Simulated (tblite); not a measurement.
Species: C6H10O3S.
Atom-mapped SMILES: `[O:1]=[S:2](=[O:3])([OH:4])[C@@H:5]1[CH2:6][C:7]12[CH2:8][CH2:9][CH2:10]2` (hydrogens: H11 on O4; H12 on C5; H13, H14 on C6; H15, H16 on C8; H17, H18 on C9; H19, H20 on C10)

Computed with GFN2-xTB (tblite), gas phase: L-BFGS steps from a force-field or distance-geometry start until the largest atomic force falls under 0.01 eV/Å.

Step 49: E = -907.9569 eV
```
atom  x, y, z in Å  |  force x, y, z in eV/Å
O1      2.2418    1.8659   -0.0094    0.001   0.000   0.006
S2      2.1452    0.4488   -0.1176   -0.006  -0.008  -0.015
O3      2.1047   -0.1476   -1.4193    0.016   0.003  -0.015
O4      3.4218   -0.2069    0.6392   -0.021   0.012  -0.001
C5      0.8143   -0.1564    0.8949    0.000  -0.026   0.009
C6      0.2436   -1.4584    0.4253   -0.005  -0.009  -0.004
C7     -0.5057   -0.1899    0.2017   -0.006   0.015   0.008
C8     -0.8262    0.4812   -1.1214   -0.013   0.004  -0.009
C9     -2.2681    0.7027   -0.6242   -0.008   0.012  -0.001
C10    -1.8718    0.1671    0.7641   -0.020   0.021  -0.002
H11     3.8299   -0.8567    0.0640    0.002   0.017   0.019
H12     0.9322    0.1007    1.9326    0.006  -0.006   0.011
H13    -0.1244   -2.1517    1.1677    0.004  -0.022   0.006
H14     0.7316   -1.9151   -0.4220    0.016   0.008  -0.021
H15    -0.2624    1.4008   -1.2666    0.010  -0.017  -0.020
H16    -0.7071   -0.1438   -2.0025   -0.016  -0.009  -0.002
H17    -3.0043    0.0832   -1.1316    0.025   0.010   0.004
H18    -2.6048    1.7359   -0.6359    0.004  -0.009  -0.012
H19    -1.8425    0.9328    1.5368    0.003  -0.014   0.022
H20    -2.4530   -0.6818    1.1213    0.008   0.020   0.015
```

Step 50: E = -907.9572 eV
```
atom  x, y, z in Å  |  force x, y, z in eV/Å
O1      2.2387    1.8669   -0.0090    0.000   0.005   0.008
S2      2.1445    0.4497   -0.1173    0.004  -0.012  -0.016
O3      2.1063   -0.1465   -1.4192    0.013   0.000  -0.010
O4      3.4227   -0.2032    0.6402   -0.031   0.009  -0.009
C5      0.8135   -0.1570    0.8944    0.008  -0.042   0.003
C6      0.2424   -1.4595    0.4244    0.021  -0.002   0.013
C7     -0.5064   -0.1913    0.2012    0.000   0.022   0.010
C8     -0.8270    0.4790   -1.1220   -0.003   0.006  -0.019
C9     -2.2677    0.7044   -0.6235   -0.007   0.015  -0.010
C10    -1.8713    0.1670    0.7639   -0.036   0.024   0.004
H11     3.8298   -0.8546    0.0658    0.001   0.021   0.023
H12     0.9327    0.0994    1.9326   -0.002  -0.010  -0.003
H13    -0.1224   -2.1529    1.1680   -0.007  -0.026   0.009
H14     0.7302   -1.9168   -0.4227    0.019   0.010  -0.027
H15    -0.2608    1.3967   -1.2696    0.008  -0.015  -0.018
H16    -0.7105   -0.1471   -2.0027   -0.017  -0.012  -0.001
H17    -3.0062    0.0872   -1.1313    0.029   0.022   0.012
H18    -2.5993    1.7395   -0.6346   -0.004  -0.020  -0.010
H19    -1.8414    0.9313    1.5377    0.005  -0.007   0.025
H20    -2.4529   -0.6815    1.1206    0.000   0.011   0.016
```

Step 51: E = -907.9577 eV
```
atom  x, y, z in Å  |  force x, y, z in eV/Å
O1      2.2342    1.8683   -0.0085   -0.005   0.010   0.007
S2      2.1435    0.4510   -0.1171    0.013  -0.012  -0.015
O3      2.1092   -0.1449   -1.4194    0.006  -0.003  -0.003
O4      3.4235   -0.1974    0.6416   -0.039   0.003  -0.012
C5      0.8126   -0.1585    0.8939    0.017  -0.049  -0.008
C6      0.2411   -1.4614    0.4230    0.045   0.005   0.030
C7     -0.5076   -0.1932    0.2010    0.009   0.021   0.011
C8     -0.8284    0.4757   -1.1230    0.013   0.004  -0.024
C9     -2.2673    0.7071   -0.6226    0.002   0.017  -0.016
C10    -1.8714    0.1673    0.7639   -0.040   0.021   0.011
H11     3.8298   -0.8509    0.0690    0.002   0.022   0.025
H12     0.9336    0.0972    1.9327   -0.011  -0.015  -0.023
H13    -0.1191   -2.1552    1.1684   -0.019  -0.025   0.005
H14     0.7284   -1.9187   -0.4245    0.018   0.016  -0.025
H15    -0.2581    1.3902   -1.2744    0.004  -0.012  -0.015
H16    -0.7159   -0.1528   -2.0026   -0.017  -0.015   0.001
H17    -3.0089    0.0937   -1.1308    0.030   0.035   0.020
H18    -2.5907    1.7449   -0.6331   -0.019  -0.028  -0.008
H19    -1.8400    0.9292    1.5396    0.006   0.003   0.025
H20    -2.4535   -0.6808    1.1200   -0.011   0.002   0.014
```

**Question.** Estimate the geometry and energy of step 52. (The exact step hangs on the optimiser's Hessian estimate; all steps are aligned on step 51, rigid shifts and turns removed.)

**Answer.** E = -907.9583 eV, largest force 0.068 eV/Å
```
atom  x, y, z in Å  |  force x, y, z in eV/Å
O1      2.2280    1.8703   -0.0075   -0.013   0.011   0.004
S2      2.1421    0.4527   -0.1172    0.017  -0.006  -0.011
O3      2.1134   -0.1429   -1.4198   -0.004  -0.005   0.002
O4      3.4239   -0.1894    0.6434   -0.038  -0.005  -0.007
C5      0.8120   -0.1613    0.8932    0.023  -0.039  -0.022
C6      0.2404   -1.4641    0.4216    0.055   0.008   0.039
C7     -0.5090   -0.1955    0.2010    0.015   0.007   0.007
C8     -0.8301    0.4710   -1.1245    0.029  -0.003  -0.018
C9     -2.2666    0.7112   -0.6217    0.019   0.017  -0.013
C10    -1.8722    0.1680    0.7639   -0.025   0.012   0.019
H11     3.8301   -0.8455    0.0738    0.004   0.020   0.023
H12     0.9347    0.0937    1.9325   -0.019  -0.021  -0.042
H13    -0.1145   -2.1589    1.1689   -0.029  -0.020  -0.007
H14     0.7262   -1.9209   -0.4277    0.013   0.025  -0.012
H15    -0.2545    1.3812   -1.2813    0.000  -0.008  -0.014
H16    -0.7239   -0.1612   -2.0024   -0.014  -0.017   0.006
H17    -3.0127    0.1034   -1.1300    0.025   0.043   0.024
H18    -2.5791    1.7520   -0.6313   -0.039  -0.028  -0.005
H19    -1.8383    0.9266    1.5426    0.004   0.014   0.021
H20    -2.4549   -0.6797    1.1194   -0.023  -0.005   0.007
```

The energy changes by -0.0006 eV. The first-order estimate −F·Δx gives -0.0008 eV and the mean of the old and new forces, exact on a quadratic surface, -0.0006 eV. The step makes an angle of 80° with the force vector and moves no atom by more than 0.014 Å.

What follows is the cost of the whole relaxation. Time: 0.65 s wall. Hardware: one thread of an Arm Neoverse V2 (shared host).
